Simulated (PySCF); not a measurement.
C6H9FO.
SMILES: `COC1=CC[C@H](F)C1`

A PySCF run (density fitting, gas phase, GFN2-xTB geometry) gave HOMO -6.43 eV, LUMO 1.13 eV, dipole 2.35 D and E = -408.593 Eh.

Question: Which of these levels was it?
A. PBE0/6-31++G**
B. HF/def2-SVP
C. PBE0/pcSseg-1
D. HSE06/6-31G*
E. X3LYP/cc-pVDZ

Answer: C. It is PBE0/pcSseg-1. All candidates on this geometry:

```
                                                 level and settings                                            kind  basis functions  SCF cycles     E (Eh)  HOMO (eV)  LUMO (eV)  dipole (D)
   PBE0/6-31++G**, start guess vsap, fitting basis def2-qzvpp-jkfit                                   global hybrid              198          13  -408.6605      -6.40      -0.05        2.41
HSE06/6-31G*, damping 0.2 at the start, DIIS from the seventh cycle  screened hybrid, exact exchange at short range              130          15  -408.6617      -5.74       1.16        2.16
                                                      X3LYP/cc-pVDZ                                   global hybrid              157          14  -408.9313      -6.05       1.26        2.16
                                                      PBE0/pcSseg-1                                   global hybrid              181          14  -408.5926      -6.43       1.13        2.35
                             HF/def2-SVP, energy threshold 1e-11 Eh                                    Hartree–Fock              157          13  -406.4094      -9.07       4.83        2.57
```

The nearest other candidate, by the summed differences of HOMO and LUMO, is X3LYP/cc-pVDZ: its HOMO differs by +0.38 eV and its LUMO by +0.13 eV. Cycle counts include a coarse-grid stage where the run had one. All basis functions are spherical, in the Pople sets too. At HF/def2-SVP the closed-shell solution lies near or past a triplet instability.
